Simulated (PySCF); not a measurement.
# Solvent effects on NMR parameters

Structure with atom numbers: `[CH:1]#[C:2][CH2:3][CH2:4][S:5](=[O:6])(=[O:7])[O-:8]`. Hydrogens are named by the atom that carries them.

GIAO PBE0/pcSseg-1 in PySCF 2.14 on one PBE0-D3(BJ)/def2-SVP conformer, non-relativistic, equivalent nuclei averaged. Solvents enter as an IEF-PCM continuum (chloroform with ε = 4.7, dimethylsulfoxide with ε = 46.8) around the gas-phase geometry. Shifts are referred to TMS, CS2 computed in the same medium.

In chloroform, δ in ppm: C2 91.0, C1 73.4, C4 57.9, C3 17.3, S5 324.1, H(C3) 2.58, H(C4) 2.35, H(C1) 1.90. Dipole moment 8.09 D.

(1) How does each δ change in the more polar medium?

(2) Which nuclei move most (in ppm), and what does the model miss?

## Answers

(1) 
```
atoms                           environment  Δδ, dimethylsulfoxide
   C2                         alkyne carbon                   -1.4
   C1                terminal alkyne carbon                   +2.3
   C4                   sp3 CH2 bonded to S                   +0.6
   C3                   propargylic sp3 CH2                   +0.2
   S5                       sulfonyl sulfur                   +1.3
H(C3)     hydrogen on a propargylic sp3 CH2                  -0.01
H(C4)    hydrogen on an sp3 CH2 bonded to S                  +0.12
H(C1)  hydrogen on a terminal alkyne carbon                  +0.26
```

Changes are relative to chloroform. The dipole moment becomes 8.66 D in dimethylsulfoxide.

(2) C1 (terminal alkyne carbon, +2.3 ppm) in dimethylsulfoxide. A continuum only polarises the solute; specific hydrogen bonds, the anisotropy of aromatic solvents and changes of geometry or conformer are outside it, as are counter-ions.
